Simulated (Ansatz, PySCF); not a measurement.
Gas-phase reaction in SMILES: N[Si](O)(O)O + 4 [H][H] (H2) → N (NH3) + 3 O (H2O) + [SiH4] (SiH4)
Geometries: B3LYP-D3(BJ)/def2-TZVP minima from Ansatz (an electronic-structure program), one conformer each, not searched for the lowest.
Geometry of the first species:
SMILES: N[Si](O)(O)O
```xyz
10

N     -0.1832    -0.0680    -1.6785
Si    -0.0106    -0.0090     0.0175
O     -1.1223    -0.9063     0.8086
O     -0.2249     1.5439     0.5139
O      1.4594    -0.6274     0.4180
H     -0.9703     0.3911    -2.1107
H      0.0460    -0.9191    -2.1686
H     -1.0865    -0.9209     1.7683
H      0.3112     2.2244     0.1009
H      2.2339    -0.2542    -0.0086
```
Charge 0, spin multiplicity 1.

Property: energy of full hydrogenation (enthalpy at 298 K, with B3LYP-D3(BJ) rigid-rotor harmonic-oscillator terms from PySCF), in kcal/mol. Cores are frozen in the correlated levels unless marked. Spin-orbit coupling is left out. Non-relativistic. Basis-set limits of correlation are two-point, X^-3; Hartree-Fock from the larger set.

```json
[
 {"level": "HF/STO-3G", "program": "Ansatz", "energy of full hydrogenation (kcal/mol)": "47.5"},
 {"level": "HF/aug-cc-pV(T+d)Z", "program": "Ansatz", "energy of full hydrogenation (kcal/mol)": "76.6"},
 {"level": "HF/cc-pV(Q+d)Z", "program": "Ansatz", "energy of full hydrogenation (kcal/mol)": "78.9"},
 {"level": "BHLYP-D3(BJ)/def2-TZVPD", "program": "Ansatz + dftd3", "energy of full hydrogenation (kcal/mol)": "83.2"}
]
```

Q: Estimate the value at CCSD(T)/CBS(cc-pV(T+d)Z,cc-pV(Q+d)Z) as computed with Ansatz.

A: 86.1 kcal/mol, so BHLYP-D3(BJ)/def2-TZVPD differs from it by -2.9 kcal/mol.
